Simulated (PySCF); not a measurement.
Shapes and spin states of MoSe2

All numbers come from PySCF, PBE0, basis Mo def2-SVP with ECP28, Se def2-SVP (scalar-relativistic core potentials, no spin–orbit coupling, density fitting).

Relaxations began from a few typed shapes and spin states; open shells are unrestricted. The search is not exhaustive: other isomers or separated fragments can lie lower, and high-lying points may rest on an excited occupation.

```json
{"spin": "triplet", "group": "C2v", "bonds": "Mo–Se 2.241 Å (×2)", "angles": "Se–Mo–Se 114.2°", "imaginary modes (cm⁻¹)": "none", "ΔE (kJ/mol)": "0.0", "ΔE with ZPE (kJ/mol)": "0.0"}
{"spin": "singlet", "group": "C2v", "bonds": "Mo–Se 2.213 Å (×2)", "angles": "Se–Mo–Se 107.6°", "imaginary modes (cm⁻¹)": "none", "ΔE (kJ/mol)": "84.0", "ΔE with ZPE (kJ/mol)": "84.4"}
{"spin": "broken-symmetry Ms = 0 (⟨S²⟩ 0.85)", "group": "C2v", "bonds": "Mo–Se 2.220 Å (×2)", "angles": "Se–Mo–Se 110.1°", "imaginary modes (cm⁻¹)": "none", "ΔE (kJ/mol)": "84.2", "ΔE with ZPE (kJ/mol)": "84.6"}
```

The lowest minimum found is the triplet C2v: Mo–Se 2.241 Å (×2); Se–Mo–Se 114.2°.

Formally Mo is in oxidation state +4, d2, with 2 unpaired electrons (the high-spin count). The Mulliken spin on Mo is 2.61. The polar-tensor charge on Mo, 0.84, is far below the formal one.

For the lowest minimum: other spin states or occupations of the open shell can lie lower.
